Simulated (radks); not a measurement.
Question: Sc XI, 11 electrons, occupied as [Ne] 3s1. Method: Dirac Kohn-Sham, BLYP, spin-unpolarised, spherical densities, finite nucleus; Fermi nuclear charge, rms radius 3.5459 fm; computed with a radial shooting solver on a logarithmic mesh with Libxc functionals. Some entries of the table are withheld. Estimate them.

orbital  occ.  eigenvalue (hartree)  <1/r> (bohr^-1)
1s1/2       2             -170.6451            20.78
2s1/2       2                   (1)            4.357
2p1/2       2                   (2)            4.291
2p3/2       4                   (3)            4.242
3s1/2       1              -8.76390            1.582
3p1/2       0                   (4)              (5)
3p3/2       0                   (6)              (7)
4s1/2       0              -4.41096           0.8147

Answer: 
(1) 2s1/2 eigenvalue (hartree): -25.82830
(2) 2p1/2 eigenvalue (hartree): -22.86891
(3) 2p3/2 eigenvalue (hartree): -22.69253
(4) 3p1/2 eigenvalue (hartree): -7.91848
(5) 3p1/2 <1/r> (bohr^-1): 1.519
(6) 3p3/2 eigenvalue (hartree): -7.88534
(7) 3p3/2 <1/r> (bohr^-1): 1.509
